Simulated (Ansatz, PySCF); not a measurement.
Gas-phase reaction in SMILES: NC=O → NC=O as triplet, charge 0
Geometries: B3LYP-D3(BJ)/def2-TZVP minima from Ansatz (a quantum-chemistry and plane-wave program), one conformer each, not searched for the lowest. A spin state is the lowest found, not a proven ground state.

Property: adiabatic triplet-singlet gap (electronic energy difference), in kcal/mol. Valence correlation only, unless marked. UHF or UKS for open shells. No spin-orbit coupling. Non-relativistic unless marked X2C. CBS marks a two-point X^-3 extrapolation of the correlation energy; Hartree-Fock from the larger set. [CCSD(T)-MP2]/basis is that difference in the basis named.

```json
[
 {"level": "HF/aug-cc-pVTZ", "program": "Ansatz", "adiabatic triplet-singlet gap (kcal/mol)": "71.8"},
 {"level": "HF/def2-TZVPD", "program": "PySCF", "adiabatic triplet-singlet gap (kcal/mol)": "71.9"},
 {"level": "HF/aug-cc-pVQZ", "program": "Ansatz", "adiabatic triplet-singlet gap (kcal/mol)": "72.0"},
 {"level": "BP86-D4/def2-TZVPD", "program": "PySCF + dftd4", "adiabatic triplet-singlet gap (kcal/mol)": "87.5"},
 {"level": "PBE0/6-31G*", "program": "Ansatz", "adiabatic triplet-singlet gap (kcal/mol)": "88.8"},
 {"level": "PBE0-D4/def2-TZVPD", "program": "Ansatz + dftd4", "adiabatic triplet-singlet gap (kcal/mol)": "89.2"},
 {"level": "BHLYP-D4/def2-TZVPD", "program": "Ansatz + dftd4", "adiabatic triplet-singlet gap (kcal/mol)": "89.1"},
 {"level": "HSE06-D3(BJ)/def2-TZVPD", "program": "Ansatz + dftd3", "adiabatic triplet-singlet gap (kcal/mol)": "89.2"},
 {"level": "B2PLYP-D3(BJ)/def2-TZVPD", "program": "Ansatz + dftd3", "adiabatic triplet-singlet gap (kcal/mol)": "95.0"},
 {"level": "MP2/6-31G*", "program": "Ansatz", "adiabatic triplet-singlet gap (kcal/mol)": "105.9"},
 {"level": "MP2/aug-cc-pVDZ", "program": "Ansatz", "adiabatic triplet-singlet gap (kcal/mol)": "105.5"},
 {"level": "RI-MP2/cc-pVQZ", "program": "Ansatz", "adiabatic triplet-singlet gap (kcal/mol)": "109.6"},
 {"level": "SCS-MP2/STO-3G", "program": "Ansatz", "adiabatic triplet-singlet gap (kcal/mol)": "73.1"},
 {"level": "SCS-MP2/6-31G*", "program": "Ansatz", "adiabatic triplet-singlet gap (kcal/mol)": "103.9"},
 {"level": "CCSD/STO-3G", "program": "Ansatz", "adiabatic triplet-singlet gap (kcal/mol)": "68.8"},
 {"level": "CCSD/aug-cc-pVDZ", "program": "Ansatz", "adiabatic triplet-singlet gap (kcal/mol)": "91.1"},
 {"level": "CCSD(T)/STO-3G", "program": "Ansatz", "adiabatic triplet-singlet gap (kcal/mol)": "70.8"},
 {"level": "CCSD(T)/6-31G*", "program": "Ansatz", "adiabatic triplet-singlet gap (kcal/mol)": "93.7"},
 {"level": "X2C-CCSD(T)/cc-pVTZ-DK", "program": "Ansatz", "adiabatic triplet-singlet gap (kcal/mol)": "95.4"},
 {"level": "CCSD(T) with core electrons/cc-pwCVTZ", "program": "Ansatz", "adiabatic triplet-singlet gap (kcal/mol)": "96.1"},
 {"level": "RI-MP2/CBS(cc-pVTZ,cc-pVQZ)+[CCSD(T)-MP2]/cc-pVTZ", "program": "Ansatz", "adiabatic triplet-singlet gap (kcal/mol)": "97.8"}
]
```
